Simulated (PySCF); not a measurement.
C2H8GeSi2, SMILES C#C[SiH2][SiH2][GeH3], singlet, GFN2-xTB optimised geometry. Atoms within 1.6 Å of the plane z = 0.0 Å (x, y, z in Å): C1 (1.98, -1.75, 0.01), C2 (0.78, -1.81, 0.00), Si3 (-1.07, -1.81, 0.00), Si4 (-1.80, 0.40, 0.00), Ge5 (-0.21, 1.88, 0.88), H6 (3.04, -1.72, 0.01), H7 (-1.48, -2.57, -1.18), H8 (-1.48, -2.57, 1.19), H9 (-3.04, 0.55, 0.78), H10 (-2.14, 0.86, -1.35), H13 (0.66, 2.57, -0.13).

Calculation: PySCF with CAM-B3LYP/def2-TZVP. Cells within 0.4 Å of a nucleus heavier than hydrogen are left out (blank, or x).

Map of the electrostatic potential (hartree/e), clipped to [-0.08, 0.12] on the plane z = 0.0 Å:

```
|111111111111111111111111111|
|111111111111111111111111111|
|111111111111111111111111111|
|111111111111111111111111111|
|111112222222221111111111111|
|111122222234444421111111111|
|111122223458999972111111111|
|111122234599999992111111111|
|111122346899999962111111111|
|111122499999999941111111111|
|111223899999999731111111111|
|111225999999999521111112222|
|11223799xx99975311111222222|
|222235999999953100112222222|
|222234999999963201233333222|
|222234699999999969997654322|
|222234599999999999999985332|
|2222345999xx99xx9xx99995332|
|2222335999xx999x99x99995332|
|222223479999999999999754322|
|222222346999975422433333222|
|222222223467532000012222222|
|222222222233321000011222222|
|222222222222211000011112222|
|112222111111111111111111222|
|111111111111111111111111111|
|111111111111111111111111111|
```
Scale: ten equal steps from -0.027 (start of '0') to 0.120 (end of '9'), in the order '0123456789'; x runs from -5.50 to 5.50, y from -5.50 (bottom) to 5.50 (top).
